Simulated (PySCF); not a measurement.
C4H7NSi, SMILES [SiH3]/C=C(/C)C#N.

The structure is a stationary point at B3LYP-D3(BJ)/def2-SVP. The geometry has at least one imaginary mode, so it is a saddle point at that level. The structure was generated by enumeration; whether it is a known compound was not checked.

Two levels are set side by side: TDDFT-PBE/def2-SVPD (PySCF) and TDDFT-LC-ωPBE/def2-SVPD (PySCF). Vertical, same geometry. The lowest singlet is HOMO→LUMO 87 % with PBE and HOMO→LUMO 95 % with the other functional; states are paired by order. Differences are taken from unrounded values.

```json
[
 {"quantity": "lowest singlet excitation (eV)", "TDDFT-PBE": "5.34"},
 {"quantity": "lowest triplet excitation (TDA) (eV)", "TDDFT-PBE": "3.45"},
 {"quantity": "first bright state (f over 0.05) (eV)", "TDDFT-PBE": "5.34"},
 {"quantity": "its oscillator strength", "TDDFT-PBE": "0.24"}
]
```

These are the TDDFT-PBE values. What does TDDFT-LC-ωPBE give? (The exact figures need the calculation; the answer reports its results.)


```json
[
 {"quantity": "lowest singlet excitation (eV)", "TDDFT-LC-ωPBE": "6.06", "TDDFT-PBE minus TDDFT-LC-ωPBE": "-0.72"},
 {"quantity": "lowest triplet excitation (TDA) (eV)", "TDDFT-LC-ωPBE": "3.38", "TDDFT-PBE minus TDDFT-LC-ωPBE": "0.07"},
 {"quantity": "first bright state (f over 0.05) (eV)", "TDDFT-LC-ωPBE": "6.06", "TDDFT-PBE minus TDDFT-LC-ωPBE": "-0.72"},
 {"quantity": "its oscillator strength", "TDDFT-LC-ωPBE": "0.36", "TDDFT-PBE minus TDDFT-LC-ωPBE": "-0.12"}
]
```

A lower first singlet is the usual sign of a functional without exact exchange. Differences between two approximate levels are no errors against the true value.

Rough cost on one machine, each run with all the roots and properties that it gave: TDDFT-LC-ωPBE against TDDFT-PBE about 5 times.
